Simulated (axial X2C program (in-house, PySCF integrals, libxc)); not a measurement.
**Which molecule has these constants?**

Calculated with an axial X2C code built on PySCF integrals, spin-free (one-electron X2C) or two-component (2c: spin–orbit coupling with atomic mean-field Coulomb and Gaunt terms, which also bring small scalar terms), in Dyall basis sets with cores contracted in-house; open shells are unrestricted.

A two-component PBE0 calculation in a Dyall 3-zeta basis gave Re = 1.859 Å, ωe = 868.8 cm⁻¹, De = 3.92 eV, Ω = 0.

Question: Which molecule is it?
A. SrBr⁺
B. CaBr⁺
C. MgBr⁺
D. BeBr⁺

Answer: D. The others have CaBr⁺ 2.463 Å and 354.4 cm⁻¹ (Ω = 0); SrBr⁺ 2.606 Å and 267.8 cm⁻¹ (Ω = 0); MgBr⁺ 2.247 Å and 448.7 cm⁻¹ (Ω = 0).

Each entry is the lowest single determinant of a limited PBE0 search at one distance. De goes to single-determinant-based atoms at the same level (for ions the charge split of lowest energy) and is withheld (n/a) where an atom does not fit its ground term or J level. Main or longest-lived isotopes. The functionals have no current term, which raises determinants with orbital currents.
